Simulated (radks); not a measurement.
Results of a calculation; reference values are marked as such.
Se II, 33 electrons, occupied as [Ar] 3d10 4s2 4p3. Level of theory: Dirac Kohn-Sham, PBE, spin-unpolarised, spherical densities, point nucleus; open shells are shared between the two j in proportion to 2j + 1 (a radial shooting solver on a logarithmic mesh with Libxc functionals).

X-ray form factor f0, the Fourier transform of the density (f0(0) = 33):

sin(theta)/lambda (1/angstrom),f0 (electrons)
0.05,32.446
0.1,30.976
0.15,29.020
0.2,26.974
0.25,25.054
0.3,23.320
0.4,20.297
0.5,17.634
0.6,15.236
0.8,11.370
1,8.833
1.25,7.049
1.5,6.069
2,4.778
